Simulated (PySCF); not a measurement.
Work out the structure from these simulated measurements.

Formula: C8H10.

| Item | Value |
| --- | --- |
| Rotational structure | rotational constants A, B, C: 7.144, 0.971, 0.955 GHz [GFN2-xTB] |
| Triplet | lowest triplet excitation (Tamm–Dancoff): 3.05 eV [TDA PBE0/def2-SVPD] |
| 1H NMR | chemical shifts (computed TMS as zero) by class: 8.25 (1 H), 8.14 (1 H), 4.56 (1 H), 2.88 (1 H), 2.27 (2 H), 1.88 (1 H), 1.83 (2 H), 1.75 (1 H) ppm [GIAO PBE0/pcSseg-1] |
| Dipole | 1.99 D [PBE0/def2-SVPD] |
| Polarisability | 92.1 au [PBE0/def2-SVPD] |
| UV, strongest line | among the 6 lowest singlet transitions: S5 at 6.07 eV (204 nm, f = 0.022) [TDDFT PBE0/def2-SVPD] |
| 13C NMR | chemical shifts (computed TMS as zero) by class: 142.4 (1 C), 142.0 (1 C), 114.6 (1 C), 91.8 (1 C), 39.2 (1 C), 31.2 (2 C), 17.0 (1 C) ppm [GIAO PBE0/pcSseg-1] |

Electronic properties: PySCF, gas phase, density fitting. Levels stand in brackets. Isolated species at its GFN2-xTB geometry (one conformer only). NMR values are class means; diastereotopic atoms form classes of their own.

Problem. What is the compound? Reason from the data.

Solution. Numbering: `[CH:1]1=[CH:2][C:3]1=[CH:4][CH:5]1[CH2:6][CH2:7][CH2:8]1`. Its formula, C8H10, gives 4 degrees of unsaturation: 2 rings and 2 π bonds in the structure found. 8 carbons fall into 7 classes; from least to most shielded: alkene CH carbon [C1] (142.4 ppm), alkene CH carbon [C2] (142.0 ppm), fully substituted alkene carbon [C3] (114.6 ppm), alkene CH carbon [C4] (91.8 ppm), allylic carbon [C5] (39.2 ppm), four-membered-ring carbon [C6/C8] (31.2 ppm, 2 C), four-membered-ring carbon [C7] (17.0 ppm). Hydrogen classes from least to most shielded: 1 H on an alkene CH carbon, C1 (8.25 ppm), 1 H on an alkene CH carbon, C2 (8.14 ppm), 1 H on an alkene CH carbon, C4 (4.56 ppm), 1 H on an allylic carbon, C5 (2.88 ppm), 2 H on 2 four-membered-ring carbons, C6/C8 (2.27 ppm), 1 H on a four-membered-ring carbon, C7 (1.88 ppm), 2 H on 2 four-membered-ring carbons, C6/C8 (1.83 ppm), 1 H on a four-membered-ring carbon, C7 (1.75 ppm). The optimised geometry has point group Cs and is an asymmetric top. Structure: `C1=CC1=CC1CCC1`. Computed isomers that give other values at the same levels: `C=CC1=C[C@@H]1C1CC1` (13C chemical shifts (computed TMS as zero) by class: 133.5 (1 C), 133.3 (1 C), 131.8 (1 C), 122.1 (1 C), 27.2 (1 C), 19.6 (1 C), 5.9 (1 C), 5.6 (1 C) ppm); `C=CC#CC1CCC1` (13C chemical shifts (computed TMS as zero) by class: 133.1 (1 C), 125.8 (1 C), 106.8 (1 C), 88.9 (1 C), 30.6 (2 C), 25.1 (1 C), 17.9 (1 C) ppm); `C#C/C=C/CCC=C` (rotational constant A: 4.465 GHz; this holds for the one conformer computed). The assignments are read from this structure; whether some other isomer fits the data as well wasn't checked.

The values belong to the conformer `[CH:1]1=[CH:2][C:3]1=[CH:4][CH:5]1[CH2:6][CH2:7][CH2:8]1`: C3–C4–C5–C6 128°.
